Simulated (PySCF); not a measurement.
# Ionisation energy of Mn²⁺ by level of theory

Mn²⁺ [Ar] 3d5 (6S) → Mn³⁺ [Ar] 3d4 (5D), as a difference of total energies. Computed with PySCF 2.14 in aug-cc-pVDZ-DK, with the spin-free X2C one-electron Hamiltonian (Gaussian nucleus). Correlated levels: valence: [Ar] frozen. The calculations carry no spin-orbit coupling.

```tsv
method	ionisation energy (eV)
UHF	32.512
MP2 (valence)	33.289
SCS-MP2 (valence)	32.771
CCSD (valence)	33.334
CCSD(T) (valence)	33.343
```

**Question.** How much does correlation contribute at CCSD(T) (valence)?

**Answer.** 33.343 − (32.512) = 0.831 eV, measured against UHF.

The reference lies between the lowest fine-structure levels, while these numbers refer to the centres of the terms.

Errors of the correlated levels include the incompleteness of this basis and the frozen core.

For comparison: 33.668 ± 0.012 eV (measured; NIST Atomic Spectra Database, ionization energies).
